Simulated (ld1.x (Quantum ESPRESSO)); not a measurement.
Building the TM potential for palladium (Pd) (LDA (PZ), scalar-relativistic).

- Element: Pd (Z = 46)
- Generator: ld1.x (Quantum ESPRESSO) 7.5
- Type: norm-conserving Troullier–Martins (Kleinman–Bylander form)
- Functional: LDA (PZ)
- Relativity: scalar-relativistic
- Frozen core: [Kr]
- Valence charge: 10
- Reference configuration: 4d10 5s0 5p0
- Partial waves: 5s (bound, empty): rc 2.55 bohr; 5p (bound, empty): rc 3.25 bohr; 4d (bound): rc 2.05 bohr
- Local potential: all-electron potential smoothed inside 1.65 bohr (lloc = -1)
- Core correction: a·sin(br)/r model core inside 1.60 bohr

All-electron outer shells of the reference configuration (LDA (PZ), scalar-relativistic, ld1.x):

```
shell  level (eV)  outermost node (bohr)  outermost maximum (bohr)
   4s      -85.44                   0.45                      0.85
   4p      -51.36                   0.46                      0.91
   4d       -4.31                   0.45                      1.10
   5s       -3.62                   1.15                      2.64
   5p       -0.36                   1.31                      4.09
```

Q: Does the generator finish with these settings?

A: Yes, a potential is produced and its reference levels are reproduced.

Q: Estimate the cutoffs (Ry, on a coarse ladder) from which the occupation-weighted sum of valence levels, in a spherical-Bessel basis at the reference potential, stays within 10 and 1 mRy of its value at 400 Ry.

A: 50 Ry and 60 Ry.

Q: Does the potential have ghost states?

A: Ghost state, extra bound levels that the all-electron valence spectrum of the same l lacks: s at -59.0 eV. A true bound ghost makes a file unfit for plane-wave use.

Q: Tests: 4d9 5s0 5p0; 4d8 5s0 5p0; 4d7 5s0 5p0; 4d8 5s1 5p0; 4d6 5s0 5p0; 4d9 5s0 5p1; 4d9.5 5s0 5p0. Which has the largest error in its energy relative to the reference configuration, and how large is it?

A: 4d6 5s0 5p0, with -1170 meV (all-electron minus pseudo) on +114.62 eV.
